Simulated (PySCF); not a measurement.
**V(2+) (vanadium, charge +2): UHF calculation**

Configuration: [Ar] 3d3, high-spin 4F determinant. Calculation: PySCF 2.14, in aug-cc-pVDZ (7s6p4d2f, 59 functions); no relativity, point nucleus.

```
Total energy                                     : -942.183686 hartree
One-electron energy                              : -1280.7246 hartree
Hartree (Coulomb) energy                         : 382.5101 hartree
Exchange energy                                  : -43.9691 hartree
Kinetic energy                                   : 942.11726 hartree
⟨S²⟩                                             : 3.7523
⟨L²⟩                                             : 12.032
Sum of ⟨r⟩                                       : 14.27 bohr
Sum of ⟨r²⟩                                      : 16.42 bohr²
Density at the nucleus (Gaussians lack the cusp) : 8110 bohr⁻³
Spin density at the nucleus                      : -0.0905 bohr⁻³
Langevin diamagnetic susceptibility              : -13.0 ×10⁻⁶ cm³/mol
Time after the integrals                         : 0.34 s of wall time on 1 thread of Neoverse-V1 (shared host)
```

| shell | electrons | mean orbital energy (hartree) | rms radius, mean of both spins (bohr) |
| --- | --- | --- | --- |
| 1s α | 1 | -202.11936 | 0.0776 |
| 1s β | 1 | -202.11880 | 0.0776 |
| 2s α | 1 | -24.50959 | 0.335 |
| 2s β | 1 | -24.44544 | 0.335 |
| 2p α | 3 | -20.66132 | 0.304 |
| 2p β | 3 | -20.59681 | 0.304 |
| 3s α | 1 | -3.88878 | 1.03 |
| 3s β | 1 | -3.67349 | 1.03 |
| 3p α | 3 | -2.75641 | 1.11 |
| 3p β | 3 | -2.49201 | 1.11 |
| 3d α | 3 | -1.12254 | 1.43 |
